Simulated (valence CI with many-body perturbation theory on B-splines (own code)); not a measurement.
## Bi LI: electric-dipole lines

Calculated by valence CI with perturbative core correlation (CI+MBPT): five valence electrons over a frozen Dirac-Fock core [Ar] 3d10, a basis of 11 s, 11 p, 10 d, 8 f, 5 g, 2 h functions for each j, with the one-electron correlation potential Σ1, the two-electron term Σ2, the three-electron term Σ3, Breit, model QED; selected CI, second order for the rest, scaled by the run's own slope (own B-spline code, finite nucleus).

The last digits are not significant, and no measured levels were compared; by estimate large intervals hold to a few tenths of a per cent, small ones and those within an open d or f shell to about a per cent. Among the levels kept, up to 2000 cm⁻¹ of a level comes from second order outside the variational space, and about a tenth of that is noise between levels of different J, which matters for small intervals.

Lines 151 to 200 of 549 in falling wavelength, among levels below 6216.9 × 10³ cm⁻¹, chosen from the strongest by gf and those to the six lowest levels. Wavelengths and rates use the calculated energies. Electric multipoles are in the length gauge, E1 and E2 with the static RPA response of the core. Weak lines are less certain than strong ones. Lines between different terms over intervals too small for the method are left out, as are lines whose strength nearly cancels. Where a level lies close to another of its J and parity, the split of strength between their lines is uncertain. The highest levels of a list are the least certain.

Levels are named by their leading jj configuration (3d3/2^4 stands for four electrons in 3d with j = 3/2), which in mixed levels can hold well under half, so a name can repeat and another be missing. Letters in brackets count levels of one name in rising energy.

| λ vac (Å) | Upper | Lower | A (s⁻¹) | S (a.u.) |
| --- | --- | --- | --- | --- |
| 54.04 | (4s^2 4p1/2 4p3/2 4f7/2) J=3/2 | (4s^2 4p1/2 4p3/2 4d5/2) J=5/2 [a] | 6.58e+10 | 2.05e-02 |
| 54.01 | (4s^2 4p1/2 4p3/2 4f7/2) J=5/2 [b] | (4s^2 4p1/2 4p3/2 4d5/2) J=5/2 [a] | 3.24e+11 | 1.51e-01 |
| 53.95 | (4s^2 4p1/2 4d5/2^2) J=9/2 | (4s^2 4p1/2 4p3/2 4d5/2) J=7/2 [b] | 7.28e+11 | 5.64e-01 |
| 53.95 | (4s^2 4p1/2 4d5/2^2) J=5/2 | (4s^2 4p1/2 4p3/2 4d5/2) J=7/2 [b] | 9.79e+10 | 4.55e-02 |
| 53.95 | (4s 4p1/2^2 4d3/2 4d5/2) J=9/2 | (4s 4p1/2^2 4p3/2 4d3/2) J=7/2 | 1.13e+11 | 8.77e-02 |
| 53.90 | (4s 4p1/2^2 4p3/2 4d5/2) J=5/2 [a] | (4s 4p1/2^2 4p3/2^2) J=5/2 | 2.61e+11 | 1.21e-01 |
| 53.88 | (4s 4p1/2^2 4d5/2^2) J=9/2 | (4s 4p1/2^2 4p3/2 4d5/2) J=9/2 | 1.50e+11 | 1.16e-01 |
| 53.81 | (4s^2 4p1/2 4d3/2 4d5/2) J=7/2 | (4s^2 4p1/2 4p3/2 4d3/2) J=5/2 [a] | 1.73e+11 | 1.07e-01 |
| 53.80 | (4s^2 4p1/2 4d5/2^2) J=7/2 | (4s^2 4p1/2 4p3/2 4d5/2) J=7/2 [b] | 4.35e+10 | 2.67e-02 |
| 53.79 | (4s^2 4p1/2 4d5/2^2) J=1/2 | (4s^2 4p1/2 4p3/2 4d5/2) J=1/2 | 2.00e+11 | 3.08e-02 |
| 53.77 | (4s 4p1/2^2 4d3/2 4d5/2) J=7/2 [a] | (4s 4p1/2^2 4p3/2 4d3/2) J=5/2 [a] | 1.86e+11 | 1.14e-01 |
| 53.67 | (4s^2 4p1/2 4d5/2^2) J=3/2 | (4s^2 4p1/2 4p3/2 4d5/2) J=5/2 [b] | 7.29e+10 | 2.22e-02 |
| 53.64 | (4s^2 4p1/2 4d5/2^2) J=7/2 | (4s^2 4p1/2 4p3/2 4d5/2) J=5/2 [b] | 7.67e+11 | 4.67e-01 |
| 53.54 | (4s^2 4p1/2^2 4d5/2) J=5/2 | (4s^2 4p1/2^2 4p3/2) J=3/2 | 3.63e+11 | 1.65e-01 |
| 53.54 | (4s^2 4p1/2 4d3/2 4d5/2) J=5/2 [a] | (4s^2 4p1/2 4p3/2 4d3/2) J=3/2 [a] | 1.44e+11 | 6.54e-02 |
| 53.49 | (4s^2 4p1/2 4d3/2 4d5/2) J=3/2 [b] | (4s^2 4p1/2 4p3/2 4d3/2) J=1/2 [b] | 1.98e+11 | 5.97e-02 |
| 53.48 | (4s^2 4p1/2 4p3/2 4d5/2) J=5/2 [a] | (4s^2 4p1/2 4p3/2^2) J=3/2 | 6.06e+10 | 2.75e-02 |
| 53.45 | (4s^2 4p1/2 4p3/2 4f7/2) J=7/2 [b] | (4s^2 4p1/2 4p3/2 4d5/2) J=7/2 [a] | 5.81e+10 | 3.50e-02 |
| 53.44 | (4s^2 4p1/2 4p3/2 4f7/2) J=3/2 | (4s^2 4p1/2 4p3/2 4d5/2) J=3/2 [a] | 3.69e+11 | 1.11e-01 |
| 53.39 | (4s^2 4p1/2 4d5/2^2) J=1/2 | (4s^2 4p1/2 4p3/2 4d5/2) J=3/2 [b] | 5.49e+11 | 8.25e-02 |
| 53.37 | (4s 4p1/2^2 4d3/2 4d5/2) J=5/2 [a] | (4s 4p1/2^2 4p3/2 4d3/2) J=3/2 [a] | 1.97e+11 | 8.85e-02 |
| 53.36 | (4s^2 4p1/2 4d3/2 4d5/2) J=5/2 [a] | (4s^2 4p1/2 4p3/2 4d3/2) J=5/2 [a] | 1.97e+11 | 8.86e-02 |
| 53.35 | (4s 4p1/2^2 4p3/2 4d5/2) J=1/2 | (4s 4p1/2^2 4p3/2^2) J=1/2 | 4.79e+11 | 7.19e-02 |
| 53.30 | (4s 4p1/2 4p3/2^2 4d5/2) J=3/2 [b] | (4s 4p1/2 4p3/2^3) J=5/2 | 1.56e+11 | 4.66e-02 |
| 53.29 | (4s^2 4p1/2 4p3/2 4f7/2) J=9/2 [b] | (4s^2 4p1/2 4p3/2 4d5/2) J=7/2 [a] | 6.11e+10 | 4.56e-02 |
| 53.23 | (4s^2 4p1/2 4d3/2 4d5/2) J=3/2 [b] | (4s^2 4p1/2 4p3/2 4d3/2) J=3/2 [b] | 1.25e+11 | 3.73e-02 |
| 53.20 | (4s 4p1/2^2 4d3/2 4d5/2) J=5/2 [a] | (4s 4p1/2^2 4p3/2 4d3/2) J=5/2 [a] | 8.06e+10 | 3.59e-02 |
| 53.19 | (4s^2 4p1/2 4p3/2 4f7/2) J=7/2 [c] | (4s^2 4p1/2 4p3/2 4d5/2) J=7/2 [a] | 3.87e+10 | 2.30e-02 |
| 53.05 | (4s 4p1/2 4p3/2^2 4d5/2) J=3/2 [a] | (4s 4p1/2 4p3/2^3) J=3/2 [a] | 1.79e+11 | 5.29e-02 |
| 53.00 | (4s 4p1/2^2 4p3/2 4f7/2) J=7/2 [b] | (4s 4p1/2^2 4p3/2 4d5/2) J=5/2 [a] | 7.59e+10 | 4.46e-02 |
| 52.89 | (4s^2 4p1/2 4p3/2 4d5/2) J=3/2 [b] | (4s^2 4p1/2 4p3/2^2) J=1/2 | 4.25e+11 | 1.24e-01 |
| 52.85 | (4s^2 4p1/2 4d3/2 4d5/2) J=3/2 [a] | (4s^2 4p1/2 4p3/2 4d3/2) J=1/2 [a] | 1.24e+11 | 3.60e-02 |
| 52.82 | (4s^2 4p1/2 4d3/2^2) J=5/2 | (4s 4p1/2^2 4p3/2^2) J=3/2 | 5.03e+10 | 2.19e-02 |
| 52.82 | (4s^2 4p1/2 4d3/2 4d5/2) J=3/2 [a] | (4s^2 4p1/2 4p3/2 4d3/2) J=3/2 [a] | 2.75e+11 | 8.00e-02 |
| 52.82 | (4s 4p1/2 4p3/2^2 4d5/2) J=3/2 [d] | (4s 4p1/2 4p3/2^3) J=3/2 [b] | 4.34e+11 | 1.26e-01 |
| 52.81 | (4s 4p1/2 4p3/2^2 4d5/2) J=1/2 [c] | (4s 4p1/2 4p3/2^3) J=3/2 [b] | 2.97e+11 | 4.32e-02 |
| 52.75 | (4s 4p1/2^2 4d3/2 4d5/2) J=3/2 [a] | (4s 4p1/2^2 4p3/2 4d3/2) J=1/2 [a] | 2.59e+11 | 7.49e-02 |
| 52.70 | (4s 4p1/2^2 4d3/2 4d5/2) J=3/2 [a] | (4s 4p1/2^2 4p3/2 4d3/2) J=3/2 [a] | 1.28e+11 | 3.71e-02 |
| 52.65 | (4s 4p1/2^2 4p3/2 4f7/2) J=9/2 [c] | (4s 4p1/2^2 4p3/2 4d5/2) J=7/2 [a] | 3.83e+11 | 2.76e-01 |
| 52.64 | (4s 4p1/2^2 4p3/2 4d5/2) J=3/2 [b] | (4s 4p1/2^2 4p3/2^2) J=1/2 | 3.63e+11 | 1.04e-01 |
| 52.60 | (4s 4p1/2^2 4d5/2^2) J=5/2 | (4s 4p1/2^2 4p3/2 4d5/2) J=5/2 [a] | 3.17e+11 | 1.37e-01 |
| 52.57 | (4s^2 4p1/2 4d3/2 4d5/2) J=1/2 | (4s^2 4p1/2 4p3/2 4d3/2) J=1/2 [a] | 3.90e+11 | 5.59e-02 |
| 52.56 | (4s 4p1/2 4p3/2^2 4d5/2) J=5/2 [c] | (4s 4p1/2 4p3/2^3) J=5/2 | 2.39e+11 | 1.03e-01 |
| 52.53 | (4s 4p1/2 4p3/2^2 4d5/2) J=3/2 [d] | (4s 4p1/2 4p3/2^3) J=1/2 | 9.27e+10 | 2.65e-02 |
| 52.53 | (4s 4p1/2 4p3/2^2 4d5/2) J=1/2 [c] | (4s 4p1/2 4p3/2^3) J=1/2 | 4.23e+11 | 6.05e-02 |
| 52.50 | (4s^2 4p1/2 4p3/2 4d5/2) J=1/2 | (4s^2 4p1/2 4p3/2^2) J=1/2 | 5.88e+11 | 8.39e-02 |
| 52.44 | (4s 4p1/2^2 4p3/2 4d5/2) J=5/2 [b] | (4s 4p1/2^2 4p3/2^2) J=3/2 | 6.97e+11 | 2.98e-01 |
| 52.43 | (4s^2 4p1/2 4p3/2 4f5/2) J=5/2 [b] | (4s^2 4p1/2 4p3/2 4d3/2) J=3/2 [b] | 2.67e+11 | 1.14e-01 |
| 52.42 | (4s^2 4p1/2 4p3/2 4f7/2) J=7/2 [a] | (4s^2 4p1/2 4p3/2 4d3/2) J=5/2 [b] | 7.53e+10 | 4.29e-02 |
| 52.37 | (4s 4p1/2 4p3/2^2 4d3/2) J=7/2 [a] | (4s^2 4p1/2 4p3/2 4d5/2) J=5/2 [b] | 7.32e+10 | 4.15e-02 |
